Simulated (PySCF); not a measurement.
Al(F)(Me)(NHMe) (C₂H₇AlFN), SMILES [CH3][Al]([NH]C)[F].

The structure is a stationary point at B3LYP-D3(BJ)/def2-SVP. One conformer was computed; it need not be the lowest.

The numbers are results of C-PCM-ωB97X/def2-SVP in PySCF, not measurements.

The values are the electrostatic part of the solvation free energy, E(continuum) − E(gas) at the gas-phase geometry, in a cavity of scaled van der Waals radii (PySCF's table); cavitation and dispersion terms are not included. A continuum can't describe solvent molecules that bind to the metal. In vacuum the orbital gap is 11.40 eV. The dipole moment in vacuum is 2.01 D.

Question: Estimate the values in water (ε = 78.36), cyclohexanone (ε = 15.62), ethylethanoate (ε = 5.99). (Estimate from the structure and the level; the computed values follow.)

Answer: 
```csv
solvent,ε,ΔG(elec) (kcal/mol),dipole (D),gap (eV)
water,78.36,-5.3,2.25,11.44
cyclohexanone,15.62,-5.0,2.24,11.44
ethylethanoate,5.99,-4.4,2.21,11.43
```
